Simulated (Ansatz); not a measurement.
Born–Oppenheimer molecular dynamics of BFH$_{5}$NO (9 atoms, charge 0, multiplicity 1). It starts at the highest image of a converged band, a first-order saddle point between two minima.

These are results of RKS B3LYP-D4/def2-SVP in Ansatz 0.2.0, not measurements.

```json
{
 "ensemble": "NVE (velocity Verlet)",
 "time step": "0.5 fs",
 "steps asked": "200",
 "starting velocities drawn for": "100 K",
 "seed": "6183"
}
```

First frame:

```xyz
9
Properties=species:S:1:pos:R:3
B -0.029 0.243 0.254
N -0.004 0.055 1.812
H -0.748 -0.538 2.181
H 0.886 -0.219 2.224
H 1.001 -0.002 -0.334
F -1.195 -0.245 -0.292
O -0.208 1.834 0.444
H -1.086 2.102 0.128
H -0.238 1.370 1.527
```

Task: How far do the bonds stretch over the last three quarters of this one trajectory? (Pairs bonded in most of those frames.)

Result: 
```json
{"bond": "B1–H5", "mean (Å)": "1.219", "spread (Å)": "0.026", "shortest": "1.16", "longest": "1.27"}
{"bond": "B1–F6", "mean (Å)": "1.367", "spread (Å)": "0.035", "shortest": "1.31", "longest": "1.43"}
{"bond": "B1–O7", "mean (Å)": "1.385", "spread (Å)": "0.050", "shortest": "1.31", "longest": "1.50"}
{"bond": "N2–H3", "mean (Å)": "1.026", "spread (Å)": "0.027", "shortest": "0.97", "longest": "1.08"}
{"bond": "N2–H4", "mean (Å)": "1.025", "spread (Å)": "0.025", "shortest": "0.98", "longest": "1.07"}
{"bond": "N2–H9", "mean (Å)": "1.025", "spread (Å)": "0.031", "shortest": "0.97", "longest": "1.08"}
{"bond": "O7–H8", "mean (Å)": "0.969", "spread (Å)": "0.008", "shortest": "0.95", "longest": "0.99"}
```

Mean temperature of the second half: 521 K. The conserved energy stayed within 0.23 meV per atom of its start (net change -0.051 meV per atom), so the integration is sound. The system heated up, since it started high on the potential surface and ran downhill. A run of 0.1 ps of so small a system gives no equilibrium averages. The orbitals stay closed-shell, which can raise the energy where a bond breaks towards radicals; this wasn't checked here.

The run took 12 min on 2 threads of AMD EPYC (Zen 3), on a shared host, peak memory 0.16 GiB.
